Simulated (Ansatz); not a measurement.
The first iterations of a band of C$_{2}$H$_{7}$BClFSi (13 atoms, charge 0, multiplicity 1).

These are results of RKS PBE-D4/def2-SVP (Ansatz 0.2.0), not measurements.

- movable images: 5
- climbing image: yes
- spring: 5.0 eV/Å²
- optimiser: quadratic models (default)
- start path: IDPP
- force threshold: 0.03 eV/Å
- iteration limit: 60
- end points: relaxed

First end point:

```xyz
13
Properties=species:S:1:pos:R:3
C -1.020 -0.189 -1.137
C -0.333 0.266 0.151
Si 0.821 -1.106 0.868
Cl -1.578 0.515 1.486
B 0.529 1.575 0.059
F 1.031 1.931 -1.128
H -0.265 -0.315 -1.940
H -1.554 -1.151 -1.005
H -1.756 0.566 -1.481
H -0.024 -2.325 1.102
H 1.448 -0.642 2.150
H 1.902 -1.421 -0.134
H 0.819 2.259 1.023
```

Last end point:

```xyz
13
Properties=species:S:1:pos:R:3
C -0.862 -0.276 -1.244
C -0.213 0.176 0.053
Si 0.830 -1.149 0.948
Cl -1.537 0.696 1.290
B 0.366 1.647 0.110
F 0.048 2.510 -0.861
H -0.062 -0.519 -1.976
H -1.484 -1.183 -1.109
H -1.489 0.523 -1.687
H -0.024 -2.358 1.212
H 1.368 -0.601 2.236
H 1.973 -1.536 0.046
H 1.106 2.034 0.997
```

| iteration | highest image above the first end (eV) | largest band force component (eV/Å) |
| --- | --- | --- |
| 1 | 0.034 | 0.813 |
| 2 | 0.006 | 0.522 |

**Question.** Does the band converge within its limit, and where does its top end?

**Answer.** The run converged. It ended after 7 iterations with the highest image 0.001 eV above the first end. The top lies less than 8 meV above the higher end, about what the thresholds resolve: that end is a shoulder or a very shallow well. A vibrational analysis at the climbing image gives no mode beyond 40i cm⁻¹: the surface is too flat there to confirm a saddle point.

Run time: 72 s on 2 threads of Intel(R) Xeon(R) Platinum 8488C (Sapphire Rapids) (shared host), peak memory 0.2 GiB.
